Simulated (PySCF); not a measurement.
Structure from NMR data

An unknown has the formula C5H12F2Si. Its calculated NMR data are:

¹H NMR (400 MHz, computed): δ 6.26 (m, 1H), 3.81 (m, 2H), 1.09 (s, 9H).

¹³C{¹H} NMR (computed): δ 126.3 (CH), 28.9 (CH3), 19.3 (C).

[PySCF: geometry from PBE0-D3(BJ)/def2-SVP; shieldings: GIAO B3LYP/pcSseg-1; no solvent model; non-relativistic Hamiltonian; one conformer; fast rotation and ring inversion assumed for equivalent nuclei]

References, each an isolated molecule treated in the same way: ¹H and ¹³C vs TMS.

Q: Propose a structure and justify it.

A: 
Rings plus π bonds: 0. 3 carbon signals for 5 carbons: some carbons are equivalent by symmetry or fast rotation. Carbon types of the structure: 1 × C, 1 × CH, 3 × CH3, leaving 2 H on heteroatoms. δC 126.3: sp3 CH bonded to 2 F and Si; 2 electronegative neighbours deshield it. δC 28.9: methyl carbon; aliphatic region, no heteroatom directly attached. δC 19.3: fully substituted sp3 carbon bonded to Si. δH 6.26: hydrogen on an sp3 CH bonded to 2 F and Si; its carbon carries F, an electronegative neighbour. δH 3.81: hydrogen on a silicon bonded to 2 C. δH 1.09: hydrogen on a methyl carbon.

Structure: `FC([SiH2]C(C)(C)C)F`.

This is the structure that produced the data.

Splittings by ¹⁹F in the carbon and heteronuclear signals aren't shown, as no couplings were computed. Shifts are as computed. Against solution values, carbons near 30 ppm lie about +2 ppm off and those near 130 ppm about +6 ppm. Of 1309 compounds with measured shifts, 239 miss one by over three times the rms of a fit or turn the order of signals round; such compounds aren't used in these exercises. No couplings were computed; multiplicities are counted from neighbouring protons, with m where these are inequivalent, close in shift, in a saturated or five-membered ring or joined by F or P, and br s for small geminal =CH2 splittings.
